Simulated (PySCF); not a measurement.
Run record: geometry optimisation, monobromosilylene, `[SiH]Br` [singlet].

Method: PBE0-D3(BJ)/def2-SVP geometry optimisation, gas phase (PySCF 2.14.0). Start geometry: GFN2-xTB. A driver script takes a list of jobs; this job's settings line and coordinates (Å) are shown.

Input:
```
{"job": {"xc": "PBE0", "basis": "def2-SVP", "d3": "d3bj", "grid": 1, "maxiter": 30, "shake": 0.01, "kind": "geom"}, "charge": 0, "multiplicity": 1}
Si    -0.386590     0.741710     0.001820
Br     1.602680    -0.283110    -0.013190
H     -1.210070    -0.493540    -0.007810
```

Output:
```
step   0  E = -2863.40866928  max force = 0.017990
step   1  E = -2863.40957278  max force = 0.002457
step   2  E = -2863.40959648  max force = 0.000453
step   3  E = -2863.40960273  max force = 0.000420
step   4  E = -2863.40960572  max force = 0.001870
step   5  E = -2863.40961108  max force = 0.001758
step   6  E = -2863.40962161  max force = 0.000932
step   7  E = -2863.40962624  max force = 0.000075
optimisation converged
```

Energies in Eh; «max force» is the largest Cartesian gradient component in Eh/bohr.

Q: How much energy does the optimisation release, in eV?

A: E(step 0) − E(last step) = 0.000957 Eh, which is 0.026 eV.

Q: Give the first gradient maximum in eV/Å.

A: With 1 Eh/bohr = 51.422 eV/Å, 0.925 eV/Å.

In short: final energy -2863.40963 Eh after 7 steps; dipole 1.01 D.

Q: Give the final coordinates.

A: 0.025 Å rms from the input after alignment:
```
atom  x, y, z in Å
Si1   -0.3910    0.7708    0.0321
Br2    1.6243   -0.2187   -0.1227
H3    -1.1694   -0.5531    0.0264
```

Q: Estimate the wall time. Hardware: one thread of an Arm Neoverse V1, shared host with 32 logical CPUs at a one-minute load of 27. And the peak memory of the process?

A: About 7.1 s, with 0.27 GiB resident at the peak, the Python interpreter and its libraries included.
Labels such as C1 count atoms from 1, the log's own numbers from 0.
